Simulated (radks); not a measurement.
Task: O I, 8 electrons, occupied as [He] 2s2 2p3 7f1 (not the ground configuration). All-electron calculation, Dirac Kohn-Sham, LDA (Slater exchange, Perdew-Wang correlation), spin-unpolarised, spherical densities, finite nucleus; open shells are shared between the two j in proportion to 2j + 1; Fermi nuclear charge, rms radius 2.6991 fm. Program: a radial shooting solver on a logarithmic mesh with Libxc functionals.

Spin-orbit splittings of the eigenvalues, e(l+1/2) - e(l-1/2), with zeta = 2 splitting/(2l+1) and mean radii in bohr:

| shell | occ. | splitting (eV) | zeta (eV) | <r> j=l-1/2 | <r> j=l+1/2 |
|---|---|---|---|---|---|
| 2p | 3 | 0.04437 | 0.02958 | 1.108 | 1.109 |
| 7f | 1 | ? | ? | 62.88 | 62.88 |

Estimate the 7f splitting.

Result: 2.476e-07 eV (zeta = 7.076e-08 eV).
